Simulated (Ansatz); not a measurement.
One change: `N#CN[SiH2]O` becomes `BN[SiH2]O`.

Ansatz, PBE0-D4/def2-TZVP geometries, multiplicity 1. Each molecule was computed in one conformer, which needn't be the lowest.

| property | `N#CN[SiH2]O` |
| --- | --- |
| zero-point energy (PBE0-D4/def2-TZVP) / kJ/mol | 149.2 |
| HOMO energy (PBE0/def2-TZVPP) / eV | -7.95 |
| HOMO energy (PBE/def2-TZVPP) / eV | -6.60 |
| size of the dipole moment (B3LYP/def2-TZVPP) / D | 3.43 |
| LUMO energy (PBE/def2-TZVPP) / eV | -1.04 |
| ideal-gas entropy at 298 K and 1 bar (rigid rotor, harmonic PBE0-D4/def2-TZVP) / J/(mol·K) | 335 |

Problem. Give the same properties after the change, and the shifts. (Best estimate.)

Solution. The calculation gave: 
```tsv
property	`BN[SiH2]O`	shift
zero-point energy (PBE0-D4/def2-TZVP) / kJ/mol	184.9	35.7
HOMO energy (PBE0/def2-TZVPP) / eV	-8.82	-0.87
HOMO energy (PBE/def2-TZVPP) / eV	-7.42	-0.82
size of the dipole moment (B3LYP/def2-TZVPP) / D	0.83	-2.60
LUMO energy (PBE/def2-TZVPP) / eV	-1.25	-0.21
ideal-gas entropy at 298 K and 1 bar (rigid rotor, harmonic PBE0-D4/def2-TZVP) / J/(mol·K)	318	-17
```

With PBE0 the HOMO falls by 0.87 eV and the LUMO falls by 0.10 eV, so the gap widens by about 0.77 eV. PBE moves the HOMO by -0.82 eV and ωB97M-V by -0.92 eV. The zero-point energy changes by 35.7 kJ/mol with +3 modes. Dipoles are sizes alone; their direction can turn. Modes under 60 cm⁻¹, often nearly free rotors, make the harmonic entropy too high.

B3LYP here is the variant with VWN-RPA as its local correlation; programs differ in this.
